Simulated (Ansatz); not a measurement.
Molecule: C2H6ClGaO2, charge 0, multiplicity 1. SMILES: C[O][Ga]([Cl])[O]C
Geometry from a B3LYP-D3(BJ)/def2-TZVP (Ansatz, an electronic-structure program) optimisation:
```
Ga
O 1 1.7675
C 2 1.4220 1 123.89
H 3 1.0928 2 109.05 1 -121.02
H 3 1.0928 4 108.64 2 118.78
H 3 1.0937 4 108.47 5 117.71
O 1 1.7676 2 118.82 3 -179.90
C 7 1.4220 1 123.88 2 -179.76
H 8 1.0927 7 108.99 1 -122.26
H 8 1.0928 9 108.64 7 118.81
H 8 1.0937 9 108.47 10 117.71
Cl 1 2.1547 2 120.59 3 0.03
```
Charge 0, spin multiplicity 1.

Computed values are from Ansatz. Correlated levels leave the core frozen unless marked. Open shells are spin-unrestricted. Spin-orbit coupling is left out. Frozen are the shells of the preceding noble gas and the d and f shells that filled before the atom's block. No relativistic terms. CBS marks a two-point X^-3 extrapolation of the correlation energy; Hartree-Fock from the larger set. The bracket is a focal-point correction in the basis named.

| Item | Result |
|---|---|
| atomisation energy De | 4395.2 kJ/mol at CCSD(T)/CBS(def2-TZVPPD,def2-QZVPPD) |
| vertical ionisation energy (to the doublet) | 10.71 eV at RI-MP2/CBS(def2-TZVPPD,def2-QZVPPD)+[CCSD(T)-MP2]/def2-TZVPPD |
| total energy | -2613.2829 Eh at CCSD(T)/CBS(def2-TZVPPD,def2-QZVPPD) |
| dipole moment | 0.64 D at CCSD(T)/def2-SVPD |
| T1 diagnostic | 0.012 at CCSD/def2-QZVPPD |
